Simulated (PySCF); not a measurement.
GaH₃.
Hydrogens: H2, H3, H4 on Ga1.

A linear-response calculation (PySCF, def2-SVPD basis, gas phase, vertical, core orbitals frozen in the response) gave these numbers; the functional is withheld.

Orbital energies (eV): HOMO-3 -23.21, HOMO-2 -12.70, HOMO-1 -8.58, HOMO -8.57, LUMO -1.82, LUMO+1 0.38, LUMO+2 1.21.

| state | E (eV) | f | main configurations (H = HOMO, L = LUMO) |
| --- | --- | --- | --- |
| S1 | 5.18 | 0.0000 | H→L (100%) |
| S2 | 5.20 | 0.0000 | H-1→L (100%) |
| S3 | 7.88 | 0.194 | H→L+1 (98%) |
| S4 | 7.90 | 0.196 | H-1→L+1 (98%) |
| S5 | 8.62 | 0.0000 | H→L+4 (52%), H-1→L+3 (47%) |
| S6 | 8.70 | 0.0037 | H→L+2 (76%) |

Triplets (Tamm–Dancoff): T1 4.66 eV, H→L (99%); T2 4.68 eV, H-1→L (99%); T3 7.00 eV, H→L+1 (62%), H→L+2 (28%); T4 7.01 eV, H-1→L+1 (61%), H-1→L+2 (29%).

Vertical ionisation energy by ΔSCF with the same functional: 11.13 eV. Mean static polarisability: 33.1 au.

Orbitals of the list HOMO-3 to LUMO+2 that lie within 0.01 eV of each other are written together with a slash and their weights summed (≥ marks a lower bound); for degenerate orbitals outside that list single weights are arbitrary.

Question: Which of these was used?
A. wB97X-D
B. HF
C. PBE
D. PBE0

Answer: D. PBE0 is a global hybrid with 25% exact exchange. In this run −ε(HOMO) = 8.57 eV differs from the ΔSCF value by -2.56 eV, and S1 differs from the orbital gap of 6.74 eV by -1.56 eV. The ratio −ε(HOMO)/IP is 0.77. Small neutral molecules mostly give 0.7 to 0.83 with PBE0, 0.5 to 0.7 with PBE, 0.89 to 0.99 with wB97X-D; with Hartree–Fock the ratio is 1 or more (Koopmans' value less the relaxation energy is the ΔSCF value). The other options: PBE, a GGA without exact exchange; HF, time-dependent Hartree–Fock, 100% exact exchange; wB97X-D, range-separated, 22% exact exchange at short range and 100% at long range (ω = 0.2 bohr⁻¹).

The calculation used TDDFT PBE0/def2-SVPD, vertical, gas phase, core orbitals frozen in the response (PySCF 2.14.0, density-fitted response routines). Isolated species at its PBE0-D3(BJ)/def2-SVP geometry, gas phase. Relativistic effects, spin–orbit coupling among them, are left out although an element past zinc is present.
